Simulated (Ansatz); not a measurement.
Input:

```yaml
crystal:
  periodic: [false, false, false]
  atoms:
    - { symbol: C, position_ang: [-1.2657, -1.6094, -1.7165] }
    - { symbol: C, position_ang: [-1.002, -0.7119, -0.5424] }
    - { symbol: C, position_ang: [0.1821, -0.4944, -0.0089] }
    - { symbol: "N", position_ang: [1.4692, -1.0604, -0.4401] }
    - { symbol: Si, position_ang: [0.3685, 0.6866, 1.4938] }
    - { symbol: C, position_ang: [0.531, 2.4614, 0.9345] }
    - { symbol: H, position_ang: [-1.9362, -2.3898, -1.4216] }
    - { symbol: H, position_ang: [-1.8091, -0.9524, -2.4832] }
    - { symbol: H, position_ang: [-0.4243, -1.9667, -2.169] }
    - { symbol: H, position_ang: [-1.8705, -0.2141, -0.0938] }
    - { symbol: H, position_ang: [1.2519, -1.9236, -0.9519] }
    - { symbol: H, position_ang: [2.1133, -1.1885, 0.3114] }
    - { symbol: H, position_ang: [1.5183, 0.3102, 2.2735] }
    - { symbol: H, position_ang: [-0.8613, 0.5483, 2.3891] }
    - { symbol: H, position_ang: [-0.346, 2.7407, 0.3618] }
    - { symbol: H, position_ang: [1.4202, 2.6062, 0.3195] }
    - { symbol: H, position_ang: [0.6416, 3.1574, 1.784] }
basis:
  gaussian: { orbitals: def2-SVP }
hamiltonian:
  xc: blyp
  dispersion: d4
relax:
  f_tol: 0.015
  max_steps: 40
```

Run as:

```bash
$ ansatz run input.yaml --threads 2 --pin off --max-ram 3072MiB --backend cpu --events-out ev --progress --plain --runs-dir out
```

Hardware: 2 threads of Intel(R) Xeon(R) Platinum 8488C (Sapphire Rapids) (shared host).

Task: Roughly how long does this run take, and how much memory?

Result: 47 s, with a peak of 0.21 GiB, for 20 ionic steps.
